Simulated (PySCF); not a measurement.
# Circular dichroism: `C#C[C@@H]1[C@@H]2CO[C@H]1[C@@H]2Cl`, C7H7ClO

Molfile (atoms numbered from 1):
```
C7H7ClO
     RDKit          3D

 16 17  0  0  0  0  0  0  0  0999 V2000
    2.8921   -0.4558    0.5850 C   0  0  0  0  0  0  0  0  0  0  0  0
    1.7945   -0.5633    0.1190 C   0  0  0  0  0  0  0  0  0  0  0  0
    0.4654   -0.6730   -0.4174 C   0  0  2  0  0  0  0  0  0  0  0  0
   -0.3241    0.6199   -0.7541 C   0  0  2  0  0  0  0  0  0  0  0  0
   -0.2634    1.3258    0.6005 C   0  0  0  0  0  0  0  0  0  0  0  0
   -0.5766    0.2333    1.4775 O   0  0  0  0  0  0  0  0  0  0  0  0
   -0.7231   -0.8375    0.5684 C   0  0  1  0  0  0  0  0  0  0  0  0
   -1.6060   -0.2024   -0.5264 C   0  0  2  0  0  0  0  0  0  0  0  0
   -2.0727   -1.2626   -1.8532 Cl  0  0  0  0  0  0  0  0  0  0  0  0
    3.8606   -0.3788    0.9802 H   0  0  0  0  0  0  0  0  0  0  0  0
    0.4309   -1.4019   -1.2263 H   0  0  0  0  0  0  0  0  0  0  0  0
   -0.1487    1.2017   -1.6509 H   0  0  0  0  0  0  0  0  0  0  0  0
   -1.0086    2.1178    0.7145 H   0  0  0  0  0  0  0  0  0  0  0  0
    0.7300    1.7168    0.8359 H   0  0  0  0  0  0  0  0  0  0  0  0
   -0.9638   -1.7614    1.0816 H   0  0  0  0  0  0  0  0  0  0  0  0
   -2.4939    0.3303   -0.1866 H   0  0  0  0  0  0  0  0  0  0  0  0
  1  2  3  0
  2  3  1  0
  3  4  1  0
  4  5  1  0
  5  6  1  0
  6  7  1  0
  7  8  1  0
  8  9  1  0
  7  3  1  0
  8  4  1  0
  1 10  1  0
  3 11  1  6
  4 12  1  6
  5 13  1  0
  5 14  1  0
  7 15  1  1
  8 16  1  1
M  END
```

Theory: TDDFT CAM-B3LYP/def2-SVPD circular dichroism and optical rotation, one conformer, gas phase in PySCF. Geometry: GFN2-xTB.

Q: Assign R or S to each stereocentre.

A: C3 S, C4 R, C7 R, C8 R.

Q: List the lowest 16 singlet excitations with oscillator and rotatory strengths.

A: Rotatory strengths R in 10⁻⁴⁰ esu² cm², velocity form and length form (origin at the centre of mass); f in length form.
```tsv
state	E (eV)	λ (nm)	f	R (velocity)	R (length)	main
1	6.47	192	0.001	+3.4	+3.5	HOMO−1→LUMO+2 0.20, HOMO−1→LUMO+6 0.10
2	6.75	184	0.014	-1.8	-1.9	HOMO−1→LUMO+2 0.20, HOMO−1→LUMO+6 0.17
3	6.80	182	0.002	+3.8	+3.8	HOMO−1→LUMO+4 0.16, HOMO→LUMO+4 0.11
4	6.96	178	0.002	-2.9	-2.3	HOMO→LUMO 0.49, HOMO→LUMO+1 0.16
5	7.43	167	0.002	-7.4	-7.5	HOMO→LUMO 0.37, HOMO→LUMO+1 0.36
6	7.52	165	0.020	-8.0	-7.8	HOMO→LUMO+2 0.45, HOMO−2→LUMO+2 0.13
7	7.58	164	0.027	+36.2	+36.9	HOMO→LUMO+3 0.47, HOMO−2→LUMO 0.14
8	7.64	162	0.017	+5.1	+4.8	HOMO−1→LUMO 0.20, HOMO→LUMO+3 0.18
9	7.80	159	0.039	-18.3	-18.2	HOMO−1→LUMO 0.36, HOMO−1→LUMO+3 0.26
10	7.95	156	0.017	-11.5	-9.1	HOMO→LUMO+4 0.16, HOMO−2→LUMO+3 0.16
11	8.12	153	0.007	+13.7	+12.8	HOMO→LUMO+4 0.17, HOMO−2→LUMO 0.12
12	8.14	152	0.042	+79.8	+73.1	HOMO→LUMO+4 0.30, HOMO−2→LUMO 0.14
13	8.36	148	0.055	-17.7	-18.5	HOMO−3→LUMO+1 0.15, HOMO−1→LUMO+1 0.09
14	8.43	147	0.016	+29.5	+29.7	HOMO→LUMO+6 0.57
15	8.48	146	0.005	-10.4	-9.1	HOMO→LUMO+8 0.25, HOMO→LUMO+5 0.20
16	8.53	145	0.041	-14.9	-16.8	HOMO→LUMO+7 0.24, HOMO→LUMO+6 0.17
```

Among the states computed, the strongest CD band (largest |R|) is state 12. The largest dissymmetry factor in size, g = 4R/(D+G), with D and G the electric and magnetic dipole strengths, is +0.03 for state 1 (velocity form, f = 0.001), among bands with |R| over 0.5. The mirror image has the same energies and oscillator strengths and all R with the opposite sign.
